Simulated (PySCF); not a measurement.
An unknown shows these calculated signals:

1H NMR (500 MHz, computed): δ 6.33 (m, 1H), 5.76 (m, 1H), 5.74 (m, 1H), 2.91 (m, 2H).

13C{1H} NMR (computed): δ 135.4 (CH), 130.2 (CH2), 129.2 (C), 122.6 (C), 42.4 (CH2).

Level of theory: PBE0/pcSseg-1 with gauge-including orbitals, GFN2-xTB geometry, in PySCF (one computed conformer, no solvent model, equivalent nuclei averaged, relativity neglected).

Shifts are taken against calculated references (same method and geometry level): 1H and 13C against TMS.

Which of these does the molecule contain: a CH3CH2 unit, a non-aromatic C=C double bond, a CF3 group, a nitrile, a vinyl group CH=CH2, a benzene ring?

Answers


- A CH3CH2 unit: no.
- A non-aromatic C=C double bond: yes.
- A CF3 group: yes (δC 129.2).
- A nitrile: no.
- A vinyl group CH=CH2: yes (δC 130.2, 135.4; δH 5.76 (m), 5.74 (m), 6.33 (m)).
- A benzene ring: no.

The data belong to SMILES C=CCC(F)(F)C(F)(F)F, C₅H₅F₅; they needn't prove each group on their own.

Carbon signals by region: 4 in the sp2 and nitrile region (100–160 ppm), 1 below 50 ppm.

Splittings by 19F in the carbon and heteronuclear signals aren't shown, as no couplings were computed. Shifts are as computed. Against solution values, carbons near 30 ppm lie about +3 ppm off and those near 130 ppm about +5 ppm. Of 1211 compounds with measured shifts, 218 miss one by over three times the rms of a fit or turn the order of signals round; such compounds aren't used in these exercises. Multiplicities follow the n + 1 count of equivalent neighbours, as no J values were calculated; m marks all less simple cases, F and P coupling included.
